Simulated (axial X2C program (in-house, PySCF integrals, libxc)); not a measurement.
TeS⁺ along the bond: HF, non-relativistic

All values were computed with an in-house all-electron X2C program for linear molecules (integrals from PySCF). The Hamiltonian is the X2C one with the speed of light multiplied by 100, which is the non-relativistic limit. Basis: Te dyall-v3z [10s9p7d1f], S dyall-v3z [8s7p2d1f] (cores contracted in-house); Gaussian nuclei, density fitting, unrestricted open shells. Masses: Te 129.906 u, S 31.972 u.

State: M_S = 1/2, Λ = 1 (beyond evenly filled blocks: π+α). Dipoles are positive if S is the positive end and refer to the centre of mass.

Results along the bond:

```csv
R (Å),μ (D),HOMO (eV),LUMO (eV),⟨S²⟩
1.887,0.114,-15.13,-7.48,0.773
2.039,0.031,-15.51,-7.93,0.776
2.104,-0.048,-15.68,-8.12,0.769
2.169,-0.097,-15.83,-8.29,0.768
2.245,-0.139,-16.00,-8.48,0.768
2.321,-0.171,-16.15,-8.65,0.768
2.418,-0.204,-16.12,-8.87,0.769
2.538,-0.243,-15.72,-9.10,0.769
2.711,-0.416,-15.24,-9.40,0.769
```

Occupations by symmetry block were frozen at the best pattern of an incomplete PBE0 search. Some points did not converge and are left out.
